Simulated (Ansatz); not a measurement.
`[OH][Mo]([OH])([F])([F])=[S]` + H–F → `[OH][Mo]([F])([F])([F])=[S]` + H₂O at 298.15 K and 1 bar (ligand exchange at a Mo–O bond).

Isolated molecules relaxed with PBE0-D4/def2-TZVP in Ansatz; ΔE leaves out vibrations. CCSD(T)/CBS is the MP2 limit (def2-TZVPP, def2-QZVPP) plus CCSD(T) − MP2 in def2-TZVPP, frozen cores. This one scheme is used for every species. Elements past krypton have def2 core potentials. For Mo outer-core shells are correlated without core-valence functions, which leaves a few kJ/mol of doubt a bond. Each species was taken in one conformer, which may not be the lowest.

```json
{"species": "`[OH][Mo]([OH])([F])([F])=[S]`", "CCSD(T)/CBS energy (Eh)": "-817.20872", "H − E (kJ/mol)": "112.7", "S (J/(mol·K))": "371.5"}
{"species": "H–F", "CCSD(T)/CBS energy (Eh)": "-100.39570", "H − E (kJ/mol)": "33.5", "S (J/(mol·K))": "173.6"}
{"species": "`[OH][Mo]([F])([F])([F])=[S]`", "CCSD(T)/CBS energy (Eh)": "-841.23177", "H − E (kJ/mol)": "81.2", "S (J/(mol·K))": "371.0"}
{"species": "H₂O", "CCSD(T)/CBS energy (Eh)": "-76.37941", "H − E (kJ/mol)": "66.4", "S (J/(mol·K))": "188.7"}
```

H − E and S are ideal-gas, rigid-rotor, harmonic terms from PBE0-D4/def2-TZVP, for one conformer and one mirror image of each species. 1 Eh = 2625.50 kJ/mol, R = 8.31446 J/(mol·K).

Problem. By hand: ΔE, ΔH, ΔS and ΔG.

Solution. ΔE = (-841.23177) + (-76.37941) − (-817.20872) − (-100.39570) = -0.00676 Eh = -17.7 kJ/mol. Δ(H − E) = 81.2 + 66.4 − 112.7 − 33.5 = 1.4, so ΔH = -16.3 kJ/mol. ΔS = 371.0 + 188.7 − 371.5 − 173.6 = 14.6 J/(mol·K). ΔG = -16.3 − 298.15 × (14.6)/1000 = -20.7 kJ/mol.

Problem. By hand: the equilibrium constant, and the temperature at which ΔG would vanish if ΔH and ΔS stayed fixed.

Solution. log₁₀ K = −ΔG/(RT ln 10) = 3.6. ΔH and −TΔS have one sign here, so there is no such temperature.

The number of gas molecules stays the same, so ΔS is small and ΔH decides. A doubt of 5 kJ/mol in ΔE shifts log₁₀ K by 0.9 here. Other conformers and mirror images would add mixing entropy, several J/(mol·K) or more a flexible species. These are equilibria of isolated gas molecules and say nothing of rates. Largest T1 diagnostic: 0.025 (customary marks: 0.02 for closed shells, 0.045 for open ones).
